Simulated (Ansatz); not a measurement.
Ansatz (a quantum-chemistry and plane-wave program) input (B3LYP-D3(BJ)/def2-TZVP):

Ansatz 0.2 input:
```yaml
crystal:
  periodic: [false, false, false]
  atoms:
    - {symbol: F, position_ang: [-0.09768840, 1.54178301, -0.47024977]}
    - {symbol: C, position_ang: [-0.05232106, 0.63237285, 0.54410165]}
    - {symbol: Cl, position_ang: [1.58947801, -0.41334469, 0.05430423]}
    - {symbol: Cl, position_ang: [-1.51929437, -0.62608379, 0.00261565]}
basis:
  gaussian:
    orbitals: def2-TZVP
hamiltonian:
  xc: b3lyp
  dispersion: d3bj
total_charge: -1
phonons: {temperatures: {t_min: 298.15, t_max: 298.15, t_step: 100}}
```

Output:

```
Functional definition: B3LYP
integrals: 0.05 GiB planned
862 factors; their error is unknown
mean field: 0.48 GiB planned
mean field evaluation 1: about -28800.7116 eV, gradient 2.6e1 eV
mean field evaluation 2: about -28797.7109 eV, gradient 4.7e1 eV
mean field evaluation 4: about -28802.1759 eV, gradient 3.7e0 eV
mean field evaluation 8: about -28802.2039 eV, gradient 2.8e-2 eV
mean field evaluation 16: about -28802.2725 eV, gradient 2.4e-5 eV
mean field -28802.27247011 eV, -1058.4639903949 hartree, gradient 2.3e-5 eV, S^2 0.000000; 0 other end points of the search recorded, 0 dependent functions left out
the calculation of the forces begins
reference -28802.27267387 eV, -1058.4639978831 hartree; 25, 25 occupied and 111, 111 virtual orbitals, 862 factors
these checks for a lower state are left out or cut short: stability, starts, cluster_reference, orbital_swaps, neighbouring_geometries, increment
integrals: 0.05 GiB planned
862 factors; their error is unknown
mean field: 0.48 GiB planned
mean field -28802.27240214 eV, -1058.4639878973 hartree, gradient 1.4e-6 eV, S^2 0.000000; 0 other end points of the search recorded, 0 dependent functions left out
the calculation of the forces begins
reference -28802.27260588 eV, -1058.4639953847 hartree; 25, 25 occupied and 111, 111 virtual orbitals, 862 factors
these checks for a lower state are left out or cut short: stability, starts, cluster_reference, orbital_swaps, neighbouring_geometries, increment
integrals: 0.05 GiB planned
862 factors; their error is unknown
mean field: 0.48 GiB planned
mean field evaluation 32: about -28802.2724 eV, gradient 1.4e-6 eV
mean field -28802.27244624 eV, -1058.4639895180 hartree, gradient 1.4e-6 eV, S^2 0.000000; 0 other end points of the search recorded, 0 dependent functions left out
the calculation of the forces begins
reference -28802.27265003 eV, -1058.4639970070 hartree; 25, 25 occupied and 111, 111 virtual orbitals, 862 factors
these checks for a lower state are left out or cut short: stability, starts, cluster_reference, orbital_swaps, neighbouring_geometries, increment
integrals: 0.05 GiB planned
862 factors; their error is unknown
mean field: 0.48 GiB planned
mean field -28802.27244372 eV, -1058.4639894252 hartree, gradient 1.4e-6 eV, S^2 0.000000; 0 other end points of the search recorded, 0 dependent functions left out
the calculation of the forces begins
reference -28802.27264753 eV, -1058.4639969150 hartree; 25, 25 occupied and 111, 111 virtual orbitals, 862 factors
these checks for a lower state are left out or cut short: stability, starts, cluster_reference, orbital_swaps, neighbouring_geometries, increment
integrals: 0.05 GiB planned
862 factors; their error is unknown
mean field: 0.48 GiB planned
mean field -28802.27243618 eV, -1058.4639891482 hartree, gradient 1.4e-6 eV, S^2 0.000000; 0 other end points of the search recorded, 0 dependent functions left out
the calculation of the forces begins
reference -28802.27263990 eV, -1058.4639966347 hartree; 25, 25 occupied and 111, 111 virtual orbitals, 862 factors
these checks for a lower state are left out or cut short: stability, starts, cluster_reference, orbital_swaps, neighbouring_geometries, increment
integrals: 0.05 GiB planned
862 factors; their error is unknown
mean field: 0.48 GiB planned
mean field -28802.27243027 eV, -1058.4639889312 hartree, gradient 1.4e-6 eV, S^2 0.000000; 0 other end points of the search recorded, 0 dependent functions left out
the calculation of the forces begins
reference -28802.27263403 eV, -1058.4639964192 hartree; 25, 25 occupied and 111, 111 virtual orbitals, 862 factors
these checks for a lower state are left out or cut short: stability, starts, cluster_reference, orbital_swaps, neighbouring_geometries, increment
integrals: 0.05 GiB planned
862 factors; their error is unknown
mean field: 0.48 GiB planned
mean field evaluation 64: about -28802.2724 eV, gradient 1.4e-6 eV
mean field -28802.27243297 eV, -1058.4639890303 hartree, gradient 1.4e-6 eV, S^2 0.000000; 0 other end points of the search recorded, 0 dependent functions left out
the calculation of the forces begins
reference -28802.27263674 eV, -1058.4639965187 hartree; 25, 25 occupied and 111, 111 virtual orbitals, 862 factors
these checks for a lower state are left out or cut short: stability, starts, cluster_reference, orbital_swaps, neighbouring_geometries, increment
integrals: 0.05 GiB planned
862 factors; their error is unknown
mean field: 0.48 GiB planned
mean field -28802.27241900 eV, -1058.4639885169 hartree, gradient 1.4e-6 eV, S^2 0.000000; 0 other end points of the search recorded, 0 dependent functions left out
the calculation of the forces begins
reference -28802.27262269 eV, -1058.4639960024 hartree; 25, 25 occupied and 111, 111 virtual orbitals, 862 factors
these checks for a lower state are left out or cut short: stability, starts, cluster_reference, orbital_swaps, neighbouring_geometries, increment
integrals: 0.05 GiB planned
862 factors; their error is unknown
mean field: 0.48 GiB planned
mean field -28802.27242001 eV, -1058.4639885538 hartree, gradient 1.4e-6 eV, S^2 0.000000; 0 other end points of the search recorded, 0 dependent functions left out
the calculation of the forces begins
reference -28802.27262384 eV, -1058.4639960447 hartree; 25, 25 occupied and 111, 111 virtual orbitals, 862 factors
these checks for a lower state are left out or cut short: stability, starts, cluster_reference, orbital_swaps, neighbouring_geometries, increment
integrals: 0.05 GiB planned
862 factors; their error is unknown
mean field: 0.48 GiB planned
mean field -28802.27252402 eV, -1058.4639923762 hartree, gradient 1.4e-6 eV, S^2 0.000000; 0 other end points of the search recorded, 0 dependent functions left out
the calculation of the forces begins
reference -28802.27272783 eV, -1058.4639998663 hartree; 25, 25 occupied and 111, 111 virtual orbitals, 862 factors
these checks for a lower state are left out or cut short: stability, starts, cluster_reference, orbital_swaps, neighbouring_geometries, increment
integrals: 0.05 GiB planned
862 factors; their error is unknown
mean field: 0.48 GiB planned
mean field -28802.27239179 eV, -1058.4639875169 hartree, gradient 1.4e-6 eV, S^2 0.000000; 0 other end points of the search recorded, 0 dependent functions left out
the calculation of the forces begins
reference -28802.27259550 eV, -1058.4639950031 hartree; 25, 25 occupied and 111, 111 virtual orbitals, 862 factors
these checks for a lower state are left out or cut short: stability, starts, cluster_reference, orbital_swaps, neighbouring_geometries, increment
integrals: 0.05 GiB planned
862 factors; their error is unknown
mean field: 0.48 GiB planned
mean field evaluation 96: about -28802.2725 eV, gradient 3.9e-5 eV
mean field -28802.27245387 eV, -1058.4639897982 hartree, gradient 1.4e-6 eV, S^2 0.000000; 0 other end points of the search recorded, 0 dependent functions left out
the calculation of the forces begins
reference -28802.27265762 eV, -1058.4639972860 hartree; 25, 25 occupied and 111, 111 virtual orbitals, 862 factors
these checks for a lower state are left out or cut short: stability, starts, cluster_reference, orbital_swaps, neighbouring_geometries, increment
integrals: 0.05 GiB planned
862 factors; their error is unknown
mean field: 0.48 GiB planned
mean field -28802.27246825 eV, -1058.4639903265 hartree, gradient 1.4e-6 eV, S^2 0.000000; 0 other end points of the search recorded, 0 dependent functions left out
the calculation of the forces begins
reference -28802.27267202 eV, -1058.4639978151 hartree; 25, 25 occupied and 111, 111 virtual orbitals, 862 factors
these checks for a lower state are left out or cut short: stability, starts, cluster_reference, orbital_swaps, neighbouring_geometries, increment
integrals: 0.05 GiB planned
862 factors; their error is unknown
mean field: 0.48 GiB planned
mean field -28802.27246822 eV, -1058.4639903255 hartree, gradient 1.4e-6 eV, S^2 0.000000; 0 other end points of the search recorded, 0 dependent functions left out
the calculation of the forces begins
reference -28802.27267196 eV, -1058.4639978129 hartree; 25, 25 occupied and 111, 111 virtual orbitals, 862 factors
these checks for a lower state are left out or cut short: stability, starts, cluster_reference, orbital_swaps, neighbouring_geometries, increment
integrals: 0.05 GiB planned
862 factors; their error is unknown
mean field: 0.48 GiB planned
mean field -28802.27246138 eV, -1058.4639900741 hartree, gradient 1.4e-6 eV, S^2 0.000000; 0 other end points of the search recorded, 0 dependent functions left out
the calculation of the forces begins
reference -28802.27266516 eV, -1058.4639975630 hartree; 25, 25 occupied and 111, 111 virtual orbitals, 862 factors
Total energy: -28802.43006322 eV, -1058.4697818351 hartree
Atom 0 at    -0.097688     1.541783    -0.470250 Å, force     0.000029    -0.000450     0.000095 eV/Å
Atom 1 at    -0.052321     0.632373     0.544102 Å, force    -0.000039     0.000506     0.000252 eV/Å
Atom 2 at     1.589478    -0.413345     0.054304 Å, force     0.000107    -0.000021    -0.000172 eV/Å
Atom 3 at    -1.519294    -0.626084     0.002616 Å, force    -0.000097    -0.000035    -0.000175 eV/Å
Dipole moment:    -0.003891     0.101463    -0.183560 e Å
Vibrations: 181.09 229.82 322.53 480.02 551.41 952.09 cm⁻¹, zero-point energy 0.168430 eV
```

It need not be the lowest isomer of its formula. Whether it binds its extra electron was not tested at this geometry.
